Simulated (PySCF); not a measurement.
Vertical excitations of a molecule C3H2F3, multiplicity 2 from TDA-PBE/def2-SVPD run with PySCF, as energy in eV (oscillator strength): 3.80 (0.001), 4.13 (0.000), 4.72 (0.003), 5.20 (0.001), 5.29 (0.000), 6.11 (0.463), 6.17 (0.000), 6.55 (0.000), 6.66 (0.022), 6.78 (0.008). The structure is a stationary point at PBE0-D3(BJ)/def2-SVP. The values are those of a single conformer.

Question: Which molecule gave these data?
A. C=[C]C(F)(F)F
B. [CH]=CC(F)(F)F
C. F/C=C/[C](F)F
D. C=C(F)[C](F)F

Answer: C, F/C=C/[C](F)F
